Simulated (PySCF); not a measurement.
## Spinor energies of Sc⁺ (scandium, charge +1)

Start: [Ar] 3d1 4s1; 3d3/2 filled at m_j = +3/2; 4s1/2 filled at m_j = -1/2. Calculated with PySCF 2.14 in x2c-TZVPPall-2c: generalised Hartree-Fock with the X2C-1e Hamiltonian and a Gaussian nucleus; one run each with spin-orbit coupling (SO) switched off, then screened by Boettger's factors.

```csv
spinor shell,electrons,"ε, spin-free (eV)","ε, screened SO (eV)",weight of nominal j (screened SO),"rms radius, screened SO (bohr)"
1s1/2,2,-4546.4,-4546.3,1.000,0.0844
2s1/2,2,-530.98,-530.96,1.000,0.370
2p1/2,2,-433.67,-436.99,0.998,0.338
3s1/2,2,-77.343,-77.336,1.000,1.15
3p1/2,2,-49.729,-50.578,0.654,1.27
3p3/2,4,-49.729,-49.297,0.827,1.27
3d3/2,1,-16.212,-16.224,0.830,1.86
4s1/2,1,-12.302,-12.300,1.000,3.69
```

Q: Where does 2p3/2 lie, and what is the 2p spin-orbit splitting (screened SO)?

A: At -432.01 eV, 4.979 eV above 2p1/2.

```csv
quantity,spin-free,screened SO
E (hartree),-763.07460,-763.07960
M_J,1,1
⟨J²⟩,4.006,3.856
⟨L²⟩,6.005,6.005
⟨S²⟩,2.001,1.999
```

The determinant has a definite M_J but mixes levels of different J.

Each row is a mean over spinors that exchange with the open shell spreads, by up to 4.420 eV (3p1/2).

Rows whose weight is well below 1 are mixtures of j = l ± 1/2: exchange outweighs spin-orbit coupling there, and the label is only the starting occupation.

Without spin-orbit coupling the j labels of p, d and f shells carry no meaning; the spin-free column gives the mean over the occupied spinors of each nl shell, and its ⟨J²⟩ belongs to a mixture of degenerate components.
